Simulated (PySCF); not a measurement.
Dipole response of Ga²⁺ (gallium, charge +2)

[Ar] 3d9 4s1 4p1, one real determinant (an excited configuration). Calculation: PySCF 2.14, in x2c-TZVPPall with one added diffuse shell each of s, p, d type (7s6p5d1f, 57 functions); the spin-free X2C one-electron Hamiltonian (Gaussian nucleus). Coupled (time-dependent) response in atomic units; α is the mean over directions.

```csv
method,mean α (bohr³),"α xx, yy, zz",C₆ (like pair),S(−4)
wB97X,10.57,"11.12, 11.12, 9.474",39.15,55.35
```

S(−4) is the Cauchy moment in α(ω) = α(0) + S(−4) ω² + …

Spin-orbit coupling is absent.

α(iu) at wB97X:

| u (hartree) | α(iu) (bohr³) |
| --- | --- |
| 0 | 10.57 |
| 0.0500 | 10.43 |
| 0.100 | 10.05 |
| 0.200 | 8.768 |
| 0.300 | 7.273 |
| 0.500 | 4.819 |
| 0.750 | 3.033 |
| 1.00 | 2.080 |
| 1.50 | 1.178 |
| 2.00 | 0.7748 |
| 3.00 | 0.4188 |
| 5.00 | 0.1836 |

A single London oscillator, α(iu) = α/(1 + u²/ω²), gives C₆ = (3/4) ω α². Matching the computed C₆ needs ω = 4 × 39.15 / (3 × 10.57²) = 0.467 hartree.

For an ion, C₆ is the dispersion term alone; charge-induced terms of lower order in 1/R come first.

The components differ because the open shell of this determinant is not spherical; for a pure term their mean is the scalar polarisability.

⟨L²⟩ = 8.01 against 12 for a pure F term, so this real determinant mixes terms.
